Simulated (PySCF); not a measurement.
Orbital picture of GaCl⁺

PBE0 at R = 2.106 Å; PySCF, scalar-relativistic core potentials, basis sets Ga cc-pVTZ-PP with ECP10, Cl cc-pV(T+d)Z. State: ²Σ⁺ (doublet), unpaired electrons σ ↑. Only the outer orbitals are listed, counted within each symmetry, core potentials removing the inner ones.

```csv
spin,orbital,occ.,ε (eV),on Ga (%),main shells (%)
α,7σ,1,-29.41,16,"83 Cl s, 11 Ga d"
α,8σ,1,-19.49,49,"47 Ga s, 46 Cl p"
α,4π,1,-15.95,7,92 Cl p
α,4π,1,-15.95,7,92 Cl p
α,9σ,1,-15.40,67,"43 Ga s, 33 Cl p, 23 Ga p"
α,5π,0,-8.23,94,93 Ga p
α,5π,0,-8.23,94,93 Ga p
α,10σ,0,-5.38,92,"72 Ga p, 14 Ga d"
β,7σ,1,-28.88,14,"85 Cl s, 8 Ga d"
β,8σ,1,-18.44,49,"45 Ga s, 45 Cl p"
β,4π,1,-15.80,7,92 Cl p
β,4π,1,-15.80,7,92 Cl p
β,9σ,0,-12.07,69,"50 Ga s, 31 Cl p, 18 Ga p"
β,5π,0,-7.51,94,94 Ga p
β,5π,0,-7.51,94,94 Ga p
```

Which are the highest filled and the lowest empty level, where do they sit, and how wide is the gap?

Highest filled α 9σ at -15.40 eV (in %: 43 Ga s, 33 Cl p, 23 Ga p); lowest empty β 9σ at -12.07 eV (in %: 50 Ga s, 31 Cl p, 18 Ga p); the gap at PBE0 is 3.33 eV.

| Quantity | Value |
| --- | --- |
| bond order (Mayer) | 1.38 |
| ⟨S²⟩ | 0.756 |
| charge on Ga (Mulliken, basis-dependent) | 0.95 |
| charge on Ga (Löwdin, basis-dependent) | 0.58 |
| dipole moment (positive dipole points towards Cl; it is taken about the centre of mass and depends on that origin) | -2.96 D |
| polarisability along the bond | 47.4 bohr³ |
| polarisability across the bond | 25.6 bohr³ |

Spin–orbit coupling is left out. The state is the lowest determinant that a PBE0 search found; another state may lie lower at other levels.
